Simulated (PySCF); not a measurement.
**Dipole response of P⁺ (phosphorus, charge +1)**

[Ne] 3s2 3p2, high-spin 3P determinant. Calculation: PySCF 2.14, in dyall-av2z; the non-relativistic Hamiltonian (point nucleus). Coupled (time-dependent) response in atomic units; α is the mean over directions. A double-zeta set is small for polarisabilities.

| method | mean α (bohr³) | α xx, yy, zz | C₆ (like pair) | S(−4) |
| --- | --- | --- | --- | --- |
| UHF | 14.68 | 14.19, 14.92, 14.92 | 77.65 | 69.79 |
| PBE | 14.57 | 13.88, 14.91, 14.91 | 76.51 | 67.17 |
| PBE0 | 14.48 | 13.88, 14.78, 14.78 | 76.04 | 66.02 |
| PBEsol | 14.68 | 13.92, 15.06, 15.06 | 77.32 | 68.43 |
| wB97X-V | 14.47 | 13.93, 14.75, 14.75 | 76.08 | 65.55 |

S(−4) is the Cauchy moment in α(ω) = α(0) + S(−4) ω² + …

α(iu) at PBE0:

| u (hartree) | α(iu) (bohr³) |
| --- | --- |
| 0 | 14.48 |
| 0.0500 | 14.32 |
| 0.100 | 13.86 |
| 0.200 | 12.28 |
| 0.300 | 10.37 |
| 0.500 | 6.978 |
| 0.750 | 4.308 |
| 1.00 | 2.829 |
| 1.50 | 1.450 |
| 2.00 | 0.8751 |
| 3.00 | 0.4228 |
| 5.00 | 0.1692 |

A single London oscillator, α(iu) = α/(1 + u²/ω²), gives C₆ = (3/4) ω α². Matching the computed C₆ needs ω = 4 × 76.04 / (3 × 14.48²) = 0.484 hartree.

For an ion, C₆ is the dispersion term alone; charge-induced terms of lower order in 1/R come first.

The components differ because the open shell of this determinant is not spherical; for a pure term their mean is the scalar polarisability.
